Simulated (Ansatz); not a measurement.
Reaction (formal exchange of groups at the Si–Cl bond): `S[SiH2]Cl` + `BF` → `FB[SiH2]S` + HCl

Gas-phase electronic energies from Ansatz, PBE0-D4/def2-TZVP geometries. CCSD(T)/CBS is the MP2 limit (def2-TZVPP, def2-QZVPP) plus CCSD(T) − MP2 in def2-TZVPP, frozen cores. This one scheme is used for every species. Functionals use def2-TZVPP. HSE06 is defined as in plane-wave codes. Each species was taken in one conformer, which may not be the lowest.

```csv
level,ΔE (kJ/mol),difference from CCSD(T)/CBS
revPBE-D4,112.1,-14.4
r2SCAN-D4,123.4,-3.1
HSE06-D4,118.4,-8.1
r2SCANh,125.2,-1.3
BHLYP,132.1,5.6
LC-ωPBE,121.6,-4.9
RPA@PBE/def2-TZVPP,119.3,-7.2
HF/def2-SVP,136.5,10.0
HF/def2-QZVPP,141.3,14.8
HF/CBS(def2),141.4,14.9
CCSD(T)/CBS,126.5,0
```

Largest T1 diagnostic among the species: 0.014.

At CCSD(T), def2-SVP lies −7.9 kJ/mol from the extrapolated value and def2-TZVPP −3.8 kJ/mol. From r2SCAN to r2SCAN0 (25 % exact exchange), in def2-TZVPP and without D4, ΔE moves by +3.7 kJ/mol. In def2-TZVPP, CCSD(T) changes the Hartree–Fock value by −17.8 kJ/mol (the triples alone add −1.3 kJ/mol) and MP2 by −5.5 kJ/mol.
